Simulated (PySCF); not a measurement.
Spinor energies of Ar¹³⁺ (argon, charge +13)

Start: [He] 2s2 2p1; 2p3/2 filled at m_j = +3/2. Calculated with PySCF 2.14 in an uncontracted even-tempered set (17 s from 2.3 bohr⁻², ratio 2.4; 11 p from 3 bohr⁻², ratio 2.4; 5 d from 11 bohr⁻², ratio 2.6; 5 f from 16 bohr⁻², ratio 2.6): generalised Hartree-Fock with the X2C-1e Hamiltonian and a Gaussian nucleus; one run each with spin-orbit coupling (SO) screened by Boettger's factors, then bare. This is a chosen level, not necessarily the ground level.

```json
{"spinor shell": "1s1/2", "electrons": "2", "ε, screened SO (eV)": "-3844.1", "ε, bare SO (eV)": "-3844.1", "weight of nominal j (bare SO)": "1.000", "rms radius, bare SO (bohr)": "0.0981"}
{"spinor shell": "2s1/2", "electrons": "2", "ε, screened SO (eV)": "-786.65", "ε, bare SO (eV)": "-786.65", "weight of nominal j (bare SO)": "1.000", "rms radius, bare SO (bohr)": "0.399"}
{"spinor shell": "2p3/2", "electrons": "1", "ε, screened SO (eV)": "-754.06", "ε, bare SO (eV)": "-753.93", "weight of nominal j (bare SO)": "1.000", "rms radius, bare SO (bohr)": "0.351"}
```

```csv
quantity,screened SO,bare SO
E (hartree),-406.83843,-406.83393
M_J,3/2,3/2
⟨J²⟩,3.750,3.750
⟨L²⟩,2.000,2.000
⟨S²⟩,0.750,0.750
```

Each row is a mean over spinors that exchange with the open shell spreads, by up to 13.687 eV (2s1/2).
